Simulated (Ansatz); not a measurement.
Computed with Ansatz on PBE0-D4/def2-TZVP structures; ΔE is electronic, products minus reactants. CCSD(T)/CBS is the MP2 limit (def2-TZVPP, def2-QZVPP) plus CCSD(T) − MP2 in def2-TZVPP, frozen cores. DFT in def2-TZVPP. def2 core potentials past Kr. For Sn outer-core shells are correlated without core-valence functions, which leaves a few kJ/mol of doubt a bond. Each species was taken in one conformer, which may not be the lowest.

`C[SiH2][NH][SnH3]` + `NC(=O)[SiH3]` → `C[SiH2]C(N)=O` + `[SiH3][NH][SnH3]`  (redistribution)

`C[SiH2][NH][SnH3]`:

Cartesian coordinates in Å:
```
C -1.749 -0.177 0.301
Si -0.694 1.085 -0.583
N 0.903 0.469 -0.725
Sn 1.804 -0.926 0.432
H -1.767 -1.128 -0.237
H -2.777 0.186 0.382
H -1.389 -0.362 1.318
H -0.764 2.372 0.177
H -1.253 1.369 -1.938
H 1.547 0.981 -1.309
H 3.449 -0.898 -0.012
H 1.095 -2.445 0.113
H 1.595 -0.528 2.082
```

`NC(=O)[SiH3]`:

Z-matrix (Å, degrees):
```
Si
C 1 1.923
H 1 1.482 2 107.6
H 1 1.491 2 111.8 3 120.4
H 1 1.482 2 107.6 3 -119.2
O 2 1.216 1 118.4 3 59.6
N 2 1.354 1 118.7 3 -120.5
H 7 1.009 2 119.1 1 -180.0
H 7 1.003 2 121.7 1 0.0
```

`C[SiH2]C(N)=O`:

```xyz
12

C     0.625    1.048   -1.525
Si    0.415    0.697    0.290
C    -0.202   -1.116    0.472
N    -1.195   -1.389    1.351
O     0.328   -1.979   -0.204
H     1.127    2.004   -1.690
H    -0.341    1.072   -2.033
H     1.226    0.253   -1.972
H    -0.547    1.637    0.940
H     1.705    0.780    1.022
H    -1.506   -2.342    1.462
H    -1.635   -0.664    1.888
```

`[SiH3][NH][SnH3]`:

Z-matrix (Å, degrees):
```
Si
N 1 1.713
H 1 1.489 2 106.5
H 1 1.491 2 112.5 3 119.4
H 1 1.492 2 113.9 3 -119.0
Sn 2 2.025 1 126.8 3 11.2
H 2 1.009 1 118.2 3 -177.9
H 6 1.704 2 107.5 1 -52.1
H 6 1.705 2 105.7 1 -172.3
H 6 1.709 2 109.8 1 67.9
```

```json
{"level": "ωB97X-V", "ΔE (kJ/mol)": "-1.8"}
{"level": "CCSD/CBS(def2)", "ΔE (kJ/mol)": "-0.6"}
```

What does CCSD(T)/CBS give? (Best estimate.)

The calculation gave: -0.1 kJ/mol. The listed levels differ from it by -1.7, -0.5 kJ/mol.

Largest T1 diagnostic among the species: 0.016.

In def2-TZVPP, CCSD(T) changes the Hartree–Fock value by +4.3 kJ/mol (the triples alone add +0.6 kJ/mol) and MP2 by +4.5 kJ/mol.
